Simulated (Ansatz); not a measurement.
Frontier orbitals of C$_{2}$H$_{7}$GaO (`[CH3][Ga]([CH3])[OH]`).

Total charge 0; spin multiplicity 1. Correlated methods include outer-core shells of Ga, which these sets cover unevenly. Scalar relativity is left out up to krypton. Geometry: relaxed with PBE0-D4/def2-TZVP. It is one conformer, not always the lowest. Basis def2-TZVPP, Ansatz.

```
functional  HOMO (eV)  LUMO (eV)  gap (eV)
       PBE      -6.44      -1.01      5.43
    B97M-V      -6.77      -0.91      5.86
      PBE0      -7.72      -0.20      7.52
     B3LYP      -7.50      -0.50      7.00
   ωB97M-V      -9.94       1.45     11.39
```

Against PBE, PBE0 changes HOMO and LUMO by −1.28 and +0.81 eV, ωB97M-V by −3.50 and +2.46 eV. A gap of 5.44 eV thus becomes 11.39 eV for the same molecule, so an orbital gap means little without its functional. A positive LUMO is unbound and depends on the basis.

B3LYP here is the variant with VWN-RPA as its local correlation; programs differ in this.
